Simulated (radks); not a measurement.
Spherical quantum dot in the effective-mass picture: electrons in a hard-walled sphere of radius 1.53, with a point charge +2 (a donor) at the centre, all in effective atomic units (hartree* = m*/eps^2 hartree, bohr* = eps/m* bohr), one dielectric constant everywhere. Method: non-relativistic Kohn-Sham, PBEsol, spin-polarised, spherical densities; computed with a radial shooting solver with Libxc functionals. Levels are named by radial order and angular momentum (1s, 1p, 1d, 2s, ...), and open shells are averaged over m. Results are scaled to m* = 0.284 and eps = 10.1, for which hartree* = 75.76 meV and bohr* = 1.882 nm.

N = 15, configuration 1s2 1p6 1d(up 5, down 2). This is the lowest configuration that the search found. Occupied and some empty levels:

level,occupation,eigenvalue (meV),<r> (nm)
1s up,1,967.38,1.408
1s down,1,974.19,1.393
1p up,3,1137.5,1.782
1p down,3,1147.4,1.778
1d up,5,1329.4,1.928
1d down,2,1340.1,1.927
2s up,0,1348.9,1.372
2s down,0,1354.2,1.381
1f up,0,1564.9,2.024
1f down,0,1576.0,2.024
2p up,0,1758.9,1.498
2p down,0,1765.1,1.498

Energy (meV): total 10426.1, kinetic 6143.7, external -2678.3, Hartree 8027.2, exchange-correlation -1066.5.

Electron density:

r (nm),n(r) (e/nm^3)
0.146,0.3671
0.290,0.2903
0.434,0.2451
0.577,0.2229
0.721,0.2175
0.865,0.2247
1.01,0.2405
1.15,0.2612
1.30,0.2826
1.44,0.3000
1.58,0.3087
1.73,0.3044
1.87,0.2844
2.01,0.2483
2.16,0.1979
2.30,0.1407
2.44,0.08464
2.59,0.03834
2.73,0.009619
2.88,0.00002708
